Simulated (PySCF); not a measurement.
MH for M along group 9

CCSD(T) with triple-zeta basis sets in PySCF, for the lowest determinant that a PBE0 search found; no spin–orbit coupling. De refers to high-spin ground-configuration atoms.

```json
{"M": "Co", "basis": "def2-TZVPP", "reference, frozen orbitals": "ROHF, 5", "state (unpaired electrons)": "triplet (π ↑, δ ↑)", "Re (Å)": "1.509", "ωe (cm⁻¹)": "1849", "De (eV)": "2.25"}
{"M": "Rh", "basis": "x2c-TZVPPall", "reference, frozen orbitals": "UHF, 14", "state (unpaired electrons)": "triplet (σ ↑, δ ↑)", "Re (Å)": "1.537", "ωe (cm⁻¹)": "2053", "De (eV)": "3.00"}
{"M": "Ir", "basis": "def2-TZVPP", "reference, frozen orbitals": "UHF, 0", "state (unpaired electrons)": "triplet (σ ↑, δ ↑)", "Re (Å)": "1.542", "ωe (cm⁻¹)": "2343", "De (eV)": "3.27"}
```

The shortest bond is that of CoH (1.509 Å), the longest that of IrH (1.542 Å).

The rows differ in basis set, which adds steps of its own.

The state changes along the series, so neighbouring rows are not always alike in their bonding.

Correlated steps freeze the inner cores (0 to 14 orbitals); shallow outer-core shells are correlated. UHF and ROHF references stand side by side, which adds small steps between rows. These are scalar-relativistic numbers at best; spin–orbit coupling would shift them, the dissociation energy most. The CCSD T1 diagnostic is raised in CoH, a sign that a single reference may not be enough there. The state is the lowest single determinant that the PBE0 search found; with open d or f shells the true ground state can be another one.
